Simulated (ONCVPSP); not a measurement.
## Transferability test, ONCV potential for Tc (Z = 43)

ONCVPSP 4.0.1 input, shortened (lines: element, Z, core and valence counts, functional; n l f; lmax; l rc ep ncon nbas qcut; lloc lpopt rc5 dvloc0; l nproj debl; icmod fcfact rcfact), LDA (Perdew-Zunger), scalar-relativistic:

```
  Tc 43.00    8    2        3      upf
    1    0    2.00
    2    0    2.00
    2    1    6.00
    3    0    2.00
    3    1    6.00
    3    2   10.00
    4    0    2.00
    4    1    6.00
    4    2    5.00
    5    0    2.00
    2
    0    2.85    0.00    3    8    2.50
    1    2.35    0.12    4    8    3.10
    2    1.65    0.00    5    8    6.00
    4    3    1.35   -1.00
    0    2    1.10
    1    1    3.80
    2    2    2.60
    3    3.50    1.30
```

Energies are relative to the spin-unpolarised reference configuration 4d5 5s2; without spin polarisation the order of configurations can differ from experiment.

Task: Give the all-electron excitation energy and the error of the potential for: 4d5 5s1; 4d5 5s0; 4d4 5s0; 4d5 5s1 5p1.

Result:

| valence configuration | charge | ΔE all-electron (eV) | error AE − PS (meV) |
| --- | --- | --- | --- |
| 4d5 5s1 | +1 | 8.432 | -3.3 |
| 4d5 5s0 | +2 | 23.634 | -16 |
| 4d4 5s0 | +3 | 52.562 | -73 |
| 4d5 5s1 5p1 | 0 | 3.839 | +0.5 |

Note: ghosts flagged at negative energy: s at -65.6 eV, p at -27.4 eV; no localised positive-energy state flagged. A true bound ghost makes a file unfit for plane-wave use.
